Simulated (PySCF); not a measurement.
Species: C₅H₉NOSi.
SMILES with atom numbers: `[CH3:1][Si@@H:2]1[CH2:3][CH2:4][C@H:5]([C:6]#[N:7])[O:8]1` (hydrogens: H9, H10, H11 on C1; H12 on Si2; H13, H14 on C3; H15, H16 on C4; H17 on C5)

Method: PBE0-D3(BJ)/def2-SVP geometry optimisation, gas phase in PySCF.

Give the optimised bond lengths and angles.

```
                 bond  length (Å)
               C1–Si2       1.861
               Si2–C3       1.892
                C3–C4       1.534
                C4–C5       1.542
                C5–C6       1.479
                C6≡N7       1.157
                C5–O8       1.402
               Si2–O8       1.705
C1–H9, C1–H10, C1–H11       1.101
              Si2–H12       1.493
               C3–H13       1.099
               C3–H14       1.103
               C4–H15       1.101
               C4–H16       1.102
               C5–H17       1.103
```

Bonds in one row agree within 0.01 Å and their mean is given. A selection of angles:
```
    angle  degrees
C1–Si2–C3    115.8
C1–Si2–O8    111.2
C3–Si2–O8     94.8
Si2–C3–C4    101.7
 C3–C4–C5    107.2
 C4–C5–C6    110.4
 C4–C5–O8    108.8
 C6–C5–O8    110.1
 C5–C6–N7    177.6
Si2–O8–C5    112.3
```

Torsions: C1–Si2–C3–C4 -132° (anticlinal); Si2–C3–C4–C5 33° (synclinal); C3–C4–C5–C6 79° (synclinal); C4–C5–O8–Si2 30°; C1–Si2–O8–C5 112° (anticlinal).

Si2 (oxygen-bound silicon) has angles from 94.8° to 115.8°. Of the pairs four or more bonds apart, C6···H14 is among the closest relative to their van der Waals radii: 2.99 Å, 103 % of the sum of Bondi's values. The C–C distances run from 1.479 Å (C5–C6, drawn single) to 1.542 Å (C4–C5, drawn single), a spread of 0.063 Å. The 5-membered ring Si2–C3–C4–C5–O8 has internal angles of 94.8° to 112.3° (sum 525°, against 540° for a flat polygon); it is puckered, 0.17 Å rms from its mean plane, widest ring torsion 42°. The 2 C–Si bonds span 1.861 Å (C1–Si2, drawn single) to 1.892 Å (Si2–C3, drawn single), a spread of 0.031 Å.

Point group: C1 (no symmetry element, even within 0.4 Å). PBE0-D3(BJ)/def2-SVP frequencies: not computed here. One conformer, not necessarily the lowest.
